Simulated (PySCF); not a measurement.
A structure optimised at PBE-D3(BJ)/def2-SVP, used in a PySCF frequency run:

```
Si
F 1 1.6324
F 1 1.6324 2 106.66
H 1 1.4944 2 107.81 3 115.57
C 1 1.8574 4 114.99 2 -122.60
H 5 1.1086 1 110.59 4 180.00
H 5 1.1088 6 108.27 1 121.45
H 5 1.1088 6 108.27 7 117.09
```
Charge 0, spin multiplicity 1.

Q: Write its SMILES, formula and point group.

A: C[SiH](F)F, CH4F2Si, Cs

Q: What are its rotational constants (standard atomic weights)?

A: 6.4522, 5.9061, 3.5901 GHz
